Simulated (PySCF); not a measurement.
ClH2MoNS2, SMILES [Cl][Mo](=[S])([SH])=[NH], multiplicity 1. The structure is a stationary point at PBE-D3(BJ)/def2-SVP. The spin state was assumed, not searched. The structure was generated by enumeration; whether it is a known compound was not checked. The def2 effective core potentials stand for the cores of Mo; spin–orbit coupling is left out. One conformer was computed; it need not be the lowest.

Computed with PBE-D3(BJ)/def2-SVP (PySCF 2.14.0).

Harmonic wavenumbers (cm⁻¹): 111, 139, 145, 190, 232, 336, 380, 407, 507, 552, 592, 644, 977, 2587, 3477. Rotational constants (GHz): 1.715, 1.457, 1.088; symmetry number 1.

### Question
Work out the zero-point energy and the ideal-gas rigid-rotor harmonic-oscillator thermochemistry at 298.15 K and 1 atm.

### Answer
ZPE = ½ Σ hcν = ½ × 11276 cm⁻¹ = 16.12 kcal/mol. H − E(el) = 21.55 kcal/mol. Entropy in cal/(mol K): translation 41.95, rotation 29.16, vibration 18.23, total 89.34. G − E(el) = -5.09 kcal/mol. Cp = 26.69 cal/(mol K). Modes under 150 cm⁻¹ make the vibrational entropy uncertain.
